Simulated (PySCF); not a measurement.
## Energy of Xe⁺ (xenon, charge +1) between two integer charges

The 5p beta orbital of [Kr] 4d10 5s2 5p5 is emptied in steps (occupation f), with all orbitals relaxed, ending at [Kr] 4d10 5s2 5p4. All numbers are calculated (PySCF 2.14, scalar relativity by spin-free X2C-1e, in x2c-TZVPall (8s6p4d2f, 60 functions)). The exact energy is a straight line in f; departures are measured from the line between the end points of the same method.

```json
{"f": "1", "UHF (eV)": "0.000", "LDA (eV)": "0.000", "PBE (eV)": "0.000", "PBE0 (eV)": "0.000", "r2SCAN (eV)": "0.000", "LC-wPBE (eV)": "0.000", "BHandHLYP (eV)": "0.000", "wB97X (eV)": "0.000", "r2SCAN0 (eV)": "0.000"}
{"f": "0.9", "UHF (eV)": "0.072", "LDA (eV)": "-0.414", "PBE (eV)": "-0.400", "PBE0 (eV)": "-0.284", "r2SCAN (eV)": "-0.371", "LC-wPBE (eV)": "-0.035", "BHandHLYP (eV)": "-0.178", "wB97X (eV)": "-0.076", "r2SCAN0 (eV)": "-0.265"}
{"f": "0.7", "UHF (eV)": "0.164", "LDA (eV)": "-0.967", "PBE (eV)": "-0.933", "PBE0 (eV)": "-0.662", "r2SCAN (eV)": "-0.859", "LC-wPBE (eV)": "-0.080", "BHandHLYP (eV)": "-0.417", "wB97X (eV)": "-0.184", "r2SCAN0 (eV)": "-0.611"}
{"f": "0.5", "UHF (eV)": "0.192", "LDA (eV)": "-1.153", "PBE (eV)": "-1.110", "PBE0 (eV)": "-0.786", "r2SCAN (eV)": "-1.009", "LC-wPBE (eV)": "-0.093", "BHandHLYP (eV)": "-0.500", "wB97X (eV)": "-0.230", "r2SCAN0 (eV)": "-0.717"}
{"f": "0.3", "UHF (eV)": "0.159", "LDA (eV)": "-0.970", "PBE (eV)": "-0.931", "PBE0 (eV)": "-0.658", "r2SCAN (eV)": "-0.835", "LC-wPBE (eV)": "-0.075", "BHandHLYP (eV)": "-0.422", "wB97X (eV)": "-0.206", "r2SCAN0 (eV)": "-0.592"}
{"f": "0.1", "UHF (eV)": "0.067", "LDA (eV)": "-0.416", "PBE (eV)": "-0.398", "PBE0 (eV)": "-0.281", "r2SCAN (eV)": "-0.353", "LC-wPBE (eV)": "-0.031", "BHandHLYP (eV)": "-0.183", "wB97X (eV)": "-0.095", "r2SCAN0 (eV)": "-0.250"}
{"f": "0", "UHF (eV)": "0.000", "LDA (eV)": "0.000", "PBE (eV)": "0.000", "PBE0 (eV)": "0.000", "r2SCAN (eV)": "0.000", "LC-wPBE (eV)": "0.000", "BHandHLYP (eV)": "0.000", "wB97X (eV)": "0.000", "r2SCAN0 (eV)": "0.000"}
```

Problem. For LC-wPBE, how does the orbital energy at f = 1 compare with the removal energy?

Solution. −ε = 20.797 eV against a total-energy difference of 21.189 eV. By Janak's theorem ε = ∂E/∂f, so the gap between them reflects the curvature. Along the path −ε is 20.881 (f = 0.9), 21.045 (f = 0.7), 21.201 (f = 0.5), 21.347 (f = 0.3), 21.470 (f = 0.1) eV.

```tsv
method	E(f=0) − E(f=1) (eV)	−ε at f=1 (eV)	−ε at f=0.5 (eV)
UHF	20.100	20.903	20.084
LDA	21.413	16.821	21.406
PBE	21.081	16.636	21.087
PBE0	21.124	17.965	21.135
r2SCAN	21.125	16.983	21.197
LC-wPBE	21.189	20.797	21.201
BHandHLYP	21.104	19.128	21.090
wB97X	21.153	20.323	21.089
r2SCAN0	21.149	18.193	21.208
```

Reference removal energy between the ground levels: 20.975 eV (semi-empirical (NIST evaluation); NIST Atomic Spectra Database, ionization energies). The calculation has no spin-orbit coupling. UHF lacks correlation.
